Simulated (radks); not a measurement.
Results of a calculation; reference values are marked as such.
How relativity changes the ionisation of the potassium ion K2+ ([Ne] 3s2 3p5) to K3+ ([Ne] 3s2 3p4). Spin-unpolarised spherical Kohn-Sham, PBE, point nucleus unless stated (finite: rms radius 3.4349 fm), a radial shooting solver on a logarithmic mesh with Libxc functionals. A level marked "c x" has the speed of light scaled by that factor and shares open shells by 2j + 1; other Dirac levels either fill j = l - 1/2 first or share by 2j + 1.

| level | E(K2+) (hartree) | E(K3+) (hartree) | IE (eV) | HOMO | <r> HOMO (bohr) |
|---|---|---|---|---|---|
| non-rel. | -598.37307 | -596.64971 | 46.895 | 3p | 1.355 |
| scalar-rel. | -600.75475 | -599.03135 | 46.896 | 3p | 1.354 |
| scalar-rel., finite nucleus | -600.75387 | -599.03047 | 46.896 | 3p | 1.354 |
| Dirac, 2j+1 shares | -600.75791 | -599.03448 | 46.897 | 3p3/2 | 1.357 |
| Dirac, low j first | -600.76155 | -599.04252 | 46.777 | 3p3/2 | 1.357 |
| Dirac, 2j+1 shares, finite nucleus | -600.75703 | -599.03360 | 46.897 | 3p3/2 | 1.357 |
| Dirac, c x 3 | -598.63584 | -596.91247 | 46.895 | 3p3/2 | 1.355 |
| Dirac, c x 5 | -598.46761 | -596.74424 | 46.895 | 3p3/2 | 1.355 |
| Dirac, c x 10 | -598.39670 | -596.67334 | 46.895 | 3p3/2 | 1.355 |

NIST Atomic Spectra Database: 45.803 eV (semi-empirical). The relativistic part of the total energy of K2+ is -2.384 hartree (Dirac, 2j+1 shares, finite nucleus), 0.4 % of the non-relativistic value. Spin polarisation and multiplet splitting of open shells are left out at every level.

Beside tabulated values, note that spin-unpolarised runs miss the spin-polarisation part of the exchange energy of open shells.
